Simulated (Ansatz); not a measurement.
`F[SiH]([SiH3])P` + NH₃ → `N[SiH](F)P` + SiH₄ at 400 K and 1 bar (cleavage of the Si–Si bond).

Gas-phase electronic energies from Ansatz, PBE0-D4/def2-TZVP geometries. CCSD(T)/CBS is the MP2 limit (def2-TZVPP, def2-QZVPP) plus CCSD(T) − MP2 in def2-TZVPP, frozen cores. This one scheme is used for every species. Each species was taken in one conformer, which may not be the lowest.

```tsv
species	CCSD(T)/CBS energy (Eh)	H − E (kJ/mol)	S (J/(mol·K))
`F[SiH]([SiH3])P`	-1022.55000	178.8	402.0
NH₃	-56.50880	104.2	203.1
`N[SiH](F)P`	-787.62490	178.8	365.2
SiH₄	-291.46306	96.9	218.6
```

H − E and S are ideal-gas, rigid-rotor, harmonic terms from PBE0-D4/def2-TZVP, for one conformer and one mirror image of each species. 1 Eh = 2625.50 kJ/mol, R = 8.31446 J/(mol·K).

**Question.** By hand: ΔE, ΔH, ΔS and ΔG.

**Answer.** ΔE = (-787.62490) + (-291.46306) − (-1022.55000) − (-56.50880) = -0.02916 Eh = -76.6 kJ/mol. Δ(H − E) = 178.8 + 96.9 − 178.8 − 104.2 = -7.3, so ΔH = -83.9 kJ/mol. ΔS = 365.2 + 218.6 − 402.0 − 203.1 = -21.3 J/(mol·K). ΔG = -83.9 − 400 × (-21.3)/1000 = -75.4 kJ/mol.

**Question.** By hand: the equilibrium constant, and the temperature at which ΔG would vanish if ΔH and ΔS stayed fixed.

**Answer.** log₁₀ K = −ΔG/(RT ln 10) = 9.8. ΔG = 0 at ΔH/ΔS = 3939 K, far beyond where these terms or the molecules hold.

ΔH outweighs TΔS. A doubt of 5 kJ/mol in ΔE shifts log₁₀ K by 0.7 here. Other conformers and mirror images would add mixing entropy, several J/(mol·K) or more a flexible species. These are equilibria of isolated gas molecules and say nothing of rates. Largest T1 diagnostic: 0.014 (customary marks: 0.02 for closed shells, 0.045 for open ones).
